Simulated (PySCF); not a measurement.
# Field gradients at the hydrogen positions

Compound: C₈H₁₁P.
Numbering: `[CH3:1][CH2:2][c:3]1[cH:4][cH:5][c:6]([CH3:7])[cH:8][p:9]1` (hydrogens: H10, H11, H12 on C1; H13, H14 on C2; H15 on C4; H16 on C5; H17, H18, H19 on C7; H20 on C8)

Geometry (PBE0-D3(BJ)/def2-SVP, Å), atoms numbered from 1 in this order:
```xyz
20
C8H11P angstrom
C     -2.8359   -0.5472   -1.4096
C     -2.1926    0.3709   -0.3736
C     -0.6867    0.2649   -0.3620
C     -0.0746   -0.7707    0.3473
C      1.2969   -1.0032    0.3945
C      2.2495   -0.2191   -0.2719
C      3.7085   -0.5568   -0.1269
C      1.8481    0.8717   -1.0430
P      0.2228    1.4230   -1.2978
H     -3.9327   -0.4536   -1.3987
H     -2.5819   -1.6015   -1.2178
H     -2.4805   -0.3009   -2.4219
H     -2.4893    1.4134   -0.5747
H     -2.5792    0.1258    0.6304
H     -0.7214   -1.4518    0.9139
H      1.6527   -1.8484    0.9915
H      4.0623   -0.3360    0.8935
H      3.8909   -1.6272   -0.3082
H      4.3280    0.0195   -0.8277
H      2.6324    1.4548   -1.5404
```

Level: PBE0/pcSseg-1 (PySCF, non-relativistic); Q(2H) = 0.00286 b; rigid geometry, the same for H and D, with no vibrational averaging.

Task: What are Vzz, η and χzz (234.96 MHz × Q × Vzz) at all hydrogens?

Result: 
```csv
atom,bonded to,bond length (Å),Vzz (au),η,χzz (kHz)
H10,C1,1.101,0.2924,0.02,196
H11,C1,1.101,0.2905,0.03,195
H12,C1,1.101,0.2897,0.03,195
H13,C2,1.102,0.2828,0.03,190
H14,C2,1.103,0.2839,0.02,191
H15,C4,1.097,0.2949,0.07,198
H16,C5,1.094,0.2995,0.08,201
H17,C7,1.102,0.2887,0.02,194
H18,C7,1.101,0.2905,0.03,195
H19,C7,1.099,0.2935,0.04,197
H20,C8,1.097,0.2990,0.08,201
```

Task: How does χzz go with the bond length over the 11 C–H bonds?

Result: A straight-line fit has a slope of -11.4 kHz for each 0.01 Å, with a correlation coefficient of -0.92, over lengths from 1.094 to 1.103 Å. The longer bonds have the smaller couplings here.

Isolated species at its PBE0-D3(BJ)/def2-SVP geometry (one conformer only). The basis is small and wasn't made for field gradients, so the couplings can be 20 % off.

These values come from a run that also computed NMR shieldings. Time: 50 s; peak memory 0.98 GiB. Hardware: one thread, Arm Neoverse V1 (aarch64), shared host with 32 logical CPUs at a one-minute load of 22.
